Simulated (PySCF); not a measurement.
## Dipole response of W+ (tungsten, charge +1)

[Xe] 4f14 5d4 6s1, high-spin 6D determinant. Calculation: PySCF 2.14, in def2-TZVPPD with the def2 core potential (60 electrons); a scalar-relativistic core potential. Coupled (time-dependent) response in atomic units; α is the mean over directions.

```tsv
method	mean α (bohr³)	α xx, yy, zz	C₆ (like pair)	S(−4)
UHF	42.36	41.85, 41.85, 43.40	363.5	868.1
PBE	33.16	32.50, 32.50, 34.50	274.0	478.1
PBE0	34.57	33.97, 33.97, 35.78	287.3	526.8
TPSSh	34.43	33.83, 33.83, 35.62	287.3	517.9
B97-3	35.08	34.43, 34.43, 36.39	293.4	540.3
```

S(−4) is the Cauchy moment in α(ω) = α(0) + S(−4) ω² + …

Spin-orbit coupling is absent.

α(iu) at PBE:

```
u (hartree)  α(iu) (bohr³)
          0          33.16
     0.0500          32.02
      0.100          29.13
      0.200          22.10
      0.300          16.71
      0.500          10.79
      0.750          7.307
       1.00          5.373
       1.50          3.284
       2.00          2.211
       3.00          1.187
       5.00         0.4925
```

A single London oscillator, α(iu) = α/(1 + u²/ω²), gives C₆ = (3/4) ω α². Matching the computed C₆ needs ω = 4 × 274.0 / (3 × 33.16²) = 0.332 hartree.

For an ion, C₆ is the dispersion term alone; charge-induced terms of lower order in 1/R come first.

The components differ because the open shell of this determinant is not spherical; for a pure term their mean is the scalar polarisability.

Energies and moments cover only the electrons outside the core potential. Spin-orbit coupling, absent here, splits the open shell strongly.
